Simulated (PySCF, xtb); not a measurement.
Zn(NH2)(SH) (H3NSZn), SMILES [NH2][Zn][SH]. The values are those of a single conformer.

Harmonic wavenumbers (cm⁻¹) from GFN2-xTB in xtb at its own minimum, in rising order: 73, 88, 126, 275, 456, 579, 608, 617, 1523, 2482, 3417, 3436.

Q: What does B3LYP-D3(BJ)/def2-TZVP (PySCF 2.14.0) give at its own minimum? (Estimate from the structure and the level; the computed values follow.)

A: 128, 129, 182, 368, 412, 656, 674, 752, 1561, 2664, 3525, 3614. Paired by order, the mean absolute difference is 89 cm⁻¹ and the zero-point energies are 19.6 and 21.0 kcal/mol.
